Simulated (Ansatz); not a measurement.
One change: `[BH]1[O][GeH2]1` becomes `[SiH3][B]1[O][GeH2]1`.

Ansatz, PBE0-D4/def2-TZVP geometries, multiplicity 1. 

Scalar relativity is left out up to krypton.

```json
{"property": "size of the dipole moment (ωB97M-V/def2-TZVPP) / D", "`[BH]1[O][GeH2]1`": "1.60"}
{"property": "HOMO–LUMO gap (B3LYP/def2-TZVPP) / eV", "`[BH]1[O][GeH2]1`": "5.37"}
{"property": "HOMO–LUMO gap (PBE0/def2-TZVPP) / eV", "`[BH]1[O][GeH2]1`": "5.78"}
{"property": "HOMO energy (PBE0/def2-TZVPP) / eV", "`[BH]1[O][GeH2]1`": "-7.03"}
{"property": "HOMO energy (B3LYP/def2-TZVPP) / eV", "`[BH]1[O][GeH2]1`": "-6.86"}
{"property": "HOMO–LUMO gap (PBE/def2-TZVPP) / eV", "`[BH]1[O][GeH2]1`": "3.92"}
```

What does the change do to each property? (An estimate is asked.)

Computed: 
```csv
property,`[SiH3][B]1[O][GeH2]1`,shift
size of the dipole moment (ωB97M-V/def2-TZVPP) / D,1.42,-0.18
HOMO–LUMO gap (B3LYP/def2-TZVPP) / eV,4.99,-0.38
HOMO–LUMO gap (PBE0/def2-TZVPP) / eV,5.36,-0.42
HOMO energy (PBE0/def2-TZVPP) / eV,-6.72,0.31
HOMO energy (B3LYP/def2-TZVPP) / eV,-6.56,0.30
HOMO–LUMO gap (PBE/def2-TZVPP) / eV,3.49,-0.43
```

With PBE0 the HOMO rises by 0.31 eV and the LUMO falls by 0.11 eV, so the gap narrows by about 0.42 eV. PBE moves the HOMO by 0.23 eV and ωB97M-V by 0.39 eV. Dipoles are sizes alone; their direction can turn.

B3LYP here is the variant with VWN-RPA as its local correlation; programs differ in this.
